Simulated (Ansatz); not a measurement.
Relaxation of AlH$_{8}$N$_{2}$PS (13 atoms, charge 0, multiplicity 1), to a largest force component of 0.03 eV/Å in at most 50 steps.

Method: RKS BHLYP/6-31G* in Ansatz 0.2.0.

```xyz
13
Properties=species:S:1:pos:R:3:forces:R:3
Al 0.369 0.666 0.549 -0.08 0.45 -0.23
S -0.124 2.303 -0.902 0.23 -0.20 0.44
N 2.033 0.081 0.598 0.03 -0.01 0.02
N -0.887 0.040 1.625 -0.03 0.09 -0.10
H -0.973 -0.147 -1.523 -0.04 0.23 0.05
P -1.145 -1.478 -1.895 -0.14 -0.53 -0.26
H -1.299 2.591 -0.334 -0.05 0.06 0.01
H 2.816 0.558 0.192 0.00 0.01 -0.03
H 2.329 -0.782 1.015 -0.01 0.01 0.01
H -0.700 -0.472 2.465 0.00 -0.05 0.07
H -1.874 0.195 1.524 0.04 0.00 0.02
H -0.615 -2.016 -0.709 0.03 -0.02 0.03
H 0.070 -1.537 -2.606 0.01 -0.03 -0.02
```

Question: Where does it end, and by what steps?

Answer: It converged. After 7 steps the energy has fallen by 0.130 eV; H5 moved furthest, 0.53 Å.

```json
{"step": "0", "energy less start (eV)": "0.0000", "largest force component (eV/Å)": "0.528", "accepted": "yes"}
{"step": "1", "energy less start (eV)": "-0.0859", "largest force component (eV/Å)": "0.269", "accepted": "yes"}
{"step": "2", "energy less start (eV)": "-0.1124", "largest force component (eV/Å)": "0.167", "accepted": "yes"}
{"step": "3", "energy less start (eV)": "-0.1220", "largest force component (eV/Å)": "0.163", "accepted": "yes"}
{"step": "4", "energy less start (eV)": "-0.1276", "largest force component (eV/Å)": "0.141", "accepted": "yes"}
{"step": "5", "energy less start (eV)": "-0.1293", "largest force component (eV/Å)": "0.101", "accepted": "yes"}
{"step": "6", "energy less start (eV)": "-0.1292", "largest force component (eV/Å)": "0.157", "accepted": "no"}
{"step": "7", "energy less start (eV)": "-0.1298", "largest force component (eV/Å)": "0.017", "accepted": "yes"}
```

```xyz
13
Properties=species:S:1:pos:R:3
Al 0.470 0.842 0.681
S 0.038 2.528 -0.661
N 2.138 0.269 0.760
N -0.828 0.099 1.623
H -1.269 -0.480 -1.810
P -1.349 -1.847 -2.143
H -1.149 2.832 -0.121
H 2.921 0.756 0.366
H 2.435 -0.591 1.181
H -0.686 -0.552 2.373
H -1.807 0.286 1.508
H -0.793 -2.284 -0.924
H -0.120 -1.859 -2.833
```

Whether the end is a true minimum wasn't checked by a vibrational analysis.

Time of the run: 15 s on 2 threads of AMD EPYC 9R45 96-Core Processor (Zen 5), with other jobs on the host, peak memory 0.26 GiB.
